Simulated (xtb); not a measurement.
Cl$_{2}$O$_{2}$W, triplet, from a rough starting geometry (GFN-xTB shapes and energies of metal compounds can be far from the true ones) (the multiplicity is a formal guess); GFN2-xTB run with xtb.

Here is a job for xtb.
```
$ xtb mol.xyz --gfn 2 --uhf 2 --opt vtight --json

# file mol.xyz
5

W      0.17063909     0.00134522     0.02790405
O      1.34562870    -0.55525667    -0.95275724
O      0.65526122     0.19323371     1.63558716
Cl    -0.60788162     1.87337573    -0.71240311
Cl    -1.50820875    -1.42268023     0.02608704
```

The log (banner, timings and long lists left out):

```
   ID    Z sym.   atoms
    1   74 W      1
    2    8 O      2, 3
    3   17 Cl     4, 5

           -------------------------------------------------
          |                Calculation Setup                |
           -------------------------------------------------

           -------------------------------------------------
          |                 G F N 2 - x T B                 |
           -------------------------------------------------

          ...................................................
          :                      SETUP                      :
          :.................................................:
          :  # basis functions                  38          :
          :  # atomic orbitals                  35          :
          :  # shells                           13          :
          :  # electrons                        32          :
          :  max. iterations                   250          :
          :  Hamiltonian                  GFN2-xTB          :
          :  restarted?                      false          :
          :  GBSA solvation                  false          :
          :  PC potential                    false          :
          :  electronic temp.          300.0000000     K    :
          :  accuracy                    1.0000000          :
          :  -> integral cutoff          0.2500000E+02      :
          :  -> integral neglect         0.1000000E-07      :
          :  -> SCF convergence          0.1000000E-05 Eh   :
          :  -> wf. convergence          0.1000000E-03 e    :
          :  Broyden damping             0.4000000          :
          :  net charge                          0          :
          :  unpaired electrons                  2          :
          ...................................................

 iter      E             dE          RMSdq      gap      omega  full diag
   1    -10.9199184 -0.109199E+02  0.290E+01    0.84       0.0  T
   2    -12.2357940 -0.131588E+01  0.320E+01    0.03       1.0  T
   3    -17.7137069 -0.547791E+01  0.208E+01    0.95       1.0  T
   4    -17.7797969 -0.660900E-01  0.201E+01    0.93       1.0  T
   5    -18.6044545 -0.824658E+00  0.162E+01    0.94       1.0  T
   6    -19.1962816 -0.591827E+00  0.106E+01    0.86       1.0  T
   7    -19.5346848 -0.338403E+00  0.646E+00    0.89       1.0  T
   8    -19.6129960 -0.783112E-01  0.576E+00    0.96       1.0  T
   9    -19.6272965 -0.143005E-01  0.545E+00    1.00       1.0  T
  10    -19.6773760 -0.500795E-01  0.381E+00    0.95       1.0  T
  11    -19.6872506 -0.987458E-02  0.354E+00    1.04       1.0  T
  12    -19.7149900 -0.277394E-01  0.165E+00    1.04       1.0  T
  13    -19.7201016 -0.511159E-02  0.112E+00    1.03       1.0  T
  14    -19.7091479  0.109537E-01  0.244E+00    1.08       1.0  T
  15    -19.7137165 -0.456859E-02  0.219E+00    1.08       1.0  T
  16    -19.7135172  0.199257E-03  0.208E+00    1.07       1.0  T
  17    -19.7240933 -0.105761E-01  0.779E-01    1.08       1.0  T
  18    -19.7253034 -0.121010E-02  0.426E-01    1.07       1.0  T
  19    -19.7255150 -0.211549E-03  0.348E-01    1.07       1.0  T
  20    -19.7251720  0.343005E-03  0.409E-01    1.07       1.0  T
  21    -19.7257428 -0.570829E-03  0.156E-01    1.08       1.0  T
  22    -19.7257650 -0.221620E-04  0.117E-01    1.08       1.0  T
  23    -19.7257858 -0.208654E-04  0.495E-02    1.08       1.0  T
  24    -19.7257876 -0.180788E-05  0.321E-02    1.08       1.4  T
  25    -19.7257885 -0.829044E-06  0.161E-02    1.08       2.8  T
  26    -19.7257892 -0.683365E-06  0.720E-03    1.08       6.2  T
  27    -19.7257891  0.217916E-07  0.960E-03    1.08       4.7  T
  28    -19.7257893 -0.167809E-06  0.522E-03    1.08       8.6  T
  29    -19.7257894 -0.775870E-07  0.127E-03    1.08      35.4  T
  30    -19.7257894 -0.183839E-09  0.141E-03    1.08      31.6  T
  31    -19.7257894 -0.319215E-08  0.713E-04    1.08      62.7  T
[...]
         :: total energy             -19.658246551536 Eh    ::
 * total energy  :   -19.6582466 Eh     change       -0.6583711E-09 Eh
 * total energy  :   -19.6800771 Eh     change       -0.2183050E-01 Eh
 * total energy  :   -19.6867763 Eh     change       -0.6699215E-02 Eh
 * total energy  :   -19.6885576 Eh     change       -0.1781342E-02 Eh
 * total energy  :   -19.6892935 Eh     change       -0.7359272E-03 Eh
 * total energy  :   -19.6893482 Eh     change       -0.5463143E-04 Eh
 * total energy  :   -19.6893534 Eh     change       -0.5235325E-05 Eh
 * total energy  :   -19.6893551 Eh     change       -0.1655456E-05 Eh
 * total energy  :   -19.6893554 Eh     change       -0.3302183E-06 Eh
 * total energy  :   -19.6893554 Eh     change       -0.2957777E-07 Eh
   *** GEOMETRY OPTIMIZATION CONVERGED AFTER 10 ITERATIONS ***
         :: total energy             -19.689355418631 Eh    ::
[...]
         8        2.0000           -0.5188127             -14.1176
         9        2.0000           -0.5101614             -13.8822
        10        2.0000           -0.5033112             -13.6958
        11        2.0000           -0.4982182             -13.5572
        12        2.0000           -0.4846180             -13.1871
        13        2.0000           -0.4841855             -13.1754
        14        2.0000           -0.4837934             -13.1647
        15        1.6912           -0.4714416             -12.8286
        16        1.3088           -0.4699105             -12.7869
        17        1.0000           -0.3760750             -10.2335 (HOMO)
        18                         -0.2870794              -7.8118 (LUMO)
        19                         -0.2865174              -7.7965
        20                         -0.2310399              -6.2869
        21                         -0.2304248              -6.2702
        22                         -0.0411712              -1.1203
        23                         -0.0393351              -1.0704
        24                         -0.0392665              -1.0685
        25                         -0.0389112              -1.0588
        26                         -0.0376479              -1.0245
        27                         -0.0272232              -0.7408
        28                         -0.0262789              -0.7151
       ...                                ...                  ...
        35                          0.9885627              26.9002
      -------------------------------------------------------------
                  HL-Gap            0.0889956 Eh            2.4217 eV
             Fermi-level           -0.4011266 Eh          -10.9152 eV

     #   Z          covCN         q      C6AA      α(0)
     1  74 W        3.376     0.725   434.099    45.953
     2   8 O        0.830    -0.373    21.156     6.166
     3   8 O        0.830    -0.373    21.157     6.166
     4  17 Cl       1.067     0.010    98.916    15.216
     5  17 Cl       1.067     0.010    98.915    15.216

 Mol. C6AA /au·bohr⁶  :       2434.965224
 Mol. C8AA /au·bohr⁸  :     184742.905763
 Mol. α(0) /au        :         88.716833

Wiberg/Mayer (AO) data.
largest (>0.10) Wiberg bond orders for each atom

 ---------------------------------------------------------------------------
     #   Z sym  total        # sym  WBO       # sym  WBO       # sym  WBO
 ---------------------------------------------------------------------------
     1  74 W    6.207 --     2 O    2.060     3 O    2.060     5 Cl   1.043
                             4 Cl   1.043
     2   8 O    2.273 --     1 W    2.060
     3   8 O    2.273 --     1 W    2.060
     4  17 Cl   1.392 --     1 W    1.043     5 Cl   0.208
     5  17 Cl   1.392 --     1 W    1.043     4 Cl   0.208
 ---------------------------------------------------------------------------

Topologies differ in total number of bonds
Writing topology from bond orders to xtbtopo.mol

molecular dipole:
                 x           y           z       tot (Debye)
 q only:       -1.117       0.221      -0.366
   full:       -0.920       0.182      -0.301       2.504
molecular quadrupole (traceless):
                xx          xy          yy          xz          yz          zz
 q only:       -0.413       1.471       3.945       0.585      -2.015      -3.532
  q+dip:       -3.113       2.028       4.598      -1.031      -1.263      -1.485
   full:       -3.101       2.247       5.177      -0.897      -1.587      -2.076

optimized geometry written to: xtbopt.xyz

           -------------------------------------------------
          | TOTAL ENERGY              -19.689355418631 Eh   |
          | GRADIENT NORM               0.000034866512 Eh/α |
          | HOMO-LUMO GAP               2.421694587898 eV   |
           -------------------------------------------------

normal termination of xtb
```
